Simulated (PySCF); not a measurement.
C2H9PSi2 (charge +1 and doublet state).
Geometry (GFN2-xTB, Å), atoms numbered from 1 in this order:
```
atom  x, y, z in Å
C1    -2.2814   -1.1960   -0.0540
C2    -1.1437   -0.9080    0.5748
Si3   -0.6254    0.8128    1.0852
Si4    1.2534    1.2026   -0.6943
P5     2.5544   -0.5102   -0.1104
H6    -2.9888   -0.4367   -0.3456
H7    -2.5596   -2.2108   -0.2916
H8    -0.4795   -1.7227    0.8463
H9    -1.5559    1.8975    0.8038
H10    0.1150    0.9081    2.3368
H11    1.7665    2.4995   -0.2615
H12    0.5164    1.3764   -1.9490
H13    3.5247   -0.2537   -1.0778
H14    1.9031   -1.4592   -0.8999
```

The hyperfine couplings belong to this conformer and change with its torsions.

The species is `C=C[SiH2][SiH2][PH2+]` [radical] (charge +1).

Method used: UKS B3LYP, pcH-1 on C H P Si, non-relativistic, mean-field spin-orbit, GIAO in PySCF. Isolated species at its GFN2-xTB geometry (one conformer only). The geometry wasn't refined by DFT: couplings that depend on bond lengths, twists or pyramidal angles can differ widely from those at the functional's own minimum, by a factor of two or more for some ions and for spin on atoms past the first row. The SCF solution wasn't tested for stability.

Q: The isotropic 13C couplings are +16.9, +8.2 MHz. Assign them to C1; C2.

A: 
```
site  a_iso (MHz)  ρ(0) (bohr⁻³)          position  distance from Si4 (Å)  spin population  largest |T| (MHz)
  C1        +16.9        +0.0151  a main spin site                   4.32            +0.22               35.1
  C2         +8.2        +0.0072    1 bond from C1                   3.44            +0.01               16.0
```

Q: Match the computed a_iso(29Si) values -44.4, -13.8 MHz with the sites Si3; Si4.

A: 
```csv
site,a_iso (MHz),ρ(0) (bohr⁻³),position,distance from Si4 (Å),spin population,largest |T| (MHz)
Si3,-13.8,+0.0155,a main spin site,2.62,+0.30,75.6
Si4,-44.4,+0.0496,largest spin population,0.00,+0.36,91.1
```

Q: The isotropic 1H couplings, averaged over equivalent nuclei, are +39.2, +36.7, +32.2, -9.2, -3.9, -0.1 MHz. Assign them to H6; H7; H8; H9/H10; H11/H12; H13/H14.

A: 
| site | a_iso (MHz) | ρ(0) (bohr⁻³) | position | distance from Si4 (Å) | bound to | spin population there | largest \|T\| (MHz) |
| --- | --- | --- | --- | --- | --- | --- | --- |
| H6 | -9.2 | -0.0021 | 1 bond from C1 | 4.56 | C1 | +0.22 | 9.5 |
| H7 | -3.9 | -0.0009 | 1 bond from C1 | 5.13 | C1 | +0.22 | 10.8 |
| H8 | -0.1 | 0.0000 | 2 bonds from C1 | 3.73 | C2 | +0.01 | 4.6 |
| H9/H10 | +39.2 | +0.0088 | 1 bond from Si3 | 3.25 | Si3 | +0.30 | 5.4 |
| H11/H12 | +32.2 | +0.0072 | 1 bond from Si4 | 1.46 | Si4 | +0.36 | 6.1 |
| H13/H14 | +36.7 | +0.0082 | 2 bonds from Si4 | 2.74 | P5 | +0.03 | 2.4 |

ρ(0) is the spin density at the nucleus and T the dipolar tensor; a_iso includes a spin–orbit part; entries for several nuclei are means. The Mulliken spin populations are largest on Si4 (+0.36), Si3 (+0.30) and C1 (+0.22). Three atoms exceed +0.15. Main spin sites, with 60 % or more of the largest population: C1, Si3, Si4; positions count bonds from the nearest.

Examples of negative spin density at the nucleus (bohr⁻³): H6 (-0.0021).

Nuclei that the bonding pattern makes equivalent are averaged, as if the motion that swaps them (rotation, inversion, ring flip) were fast. The 1H value of +36.7 MHz is a mean of couplings from -3.1 to 76.5 MHz in this one geometry, not an average over conformers. The 1H value of +32.2 MHz is a mean of couplings from 28.2 to 36.2 MHz in this one geometry, not an average over conformers.

P5, the radical centre as drawn in `C=C[SiH2][SiH2][PH2+]`, holds a spin population of +0.03 out of 1.
